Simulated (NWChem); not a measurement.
System: H2S2 cation, doublet; SMILES of the neutral closed-shell parent SS

```xyz
4

S      0.0478    -1.0029     0.0000
S     -0.0478     1.0029     0.0000
H     -1.3065    -1.1629     0.0000
H      1.3065     1.1629     0.0000
```
Atoms are numbered in this order, from 1.

Computed with NWChem. Spin-unrestricted. In the optimisation the excess spin sits in bg (C2h, its own frame). All runs use the structure optimised with PBE0/def2-SVP, spin-unrestricted. The spin multiplicity was typed, not searched, and may not be the lowest. No stability test was run on the SCF state.

For level revPBE/def2-TZVP:

* **highest occupied level (eV)**: -12.93
* **lowest empty minus highest occupied level, either spin (eV)**: 1.17

Task: Estimate the same quantities for level PW6B95/def2-TZVP.

Result: The highest occupied level (eV) is -14.31 and the lowest empty minus highest occupied level, either spin (eV) is 3.37.
